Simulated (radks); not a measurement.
Sr V, 34 electrons, occupied as [Ar] 3d10 4s(up 1, down 0) 4p5 (not the ground configuration). All-electron calculation, scalar-relativistic Kohn-Sham, PBE, spin-polarised, spherical densities, point nucleus; open shells are filled with parallel spins first (spin-orbit coupling, left out, can overturn this in heavy ions). Program: a radial shooting solver on a logarithmic mesh with Libxc functionals.

Radial electron density D(r) = 4 pi r^2 rho(r):

```
   r/bohr * D(r) (the largest magnitude, 56.4, reaches the edge; | marks zero)
 0.002218 | *
 0.002865 |   *
 0.003731 |     *
 0.004819 |        *
 0.006275 |            *
 0.008106 |                  *
  0.01056 |                         *
  0.01363 |                                *
  0.01761 |                                       *
  0.02293 |                                            *
  0.02963 |                                             *
  0.03858 |                                          *
  0.04983 |                                      *
  0.06489 |                                       *
  0.08382 |                                              *
   0.1091 |                                                      *
    0.141 |                                                     *
   0.1821 |                                          *
   0.2371 |                                *
   0.3063 |                                   *
   0.3989 |                                       *
   0.5152 |                                *
   0.6709 |                 *
   0.8667 |        *
    1.128 |     *
    1.458 |    *
    1.883 | *
    2.452 |*
    3.167 *
    4.124 *
```

D(r) has 3 maxima, at r = 0.0276, 0.122, 0.396 bohr, and minima at 0.0562, 0.253 bohr, inside which lie 2.05, 11.04 electrons.
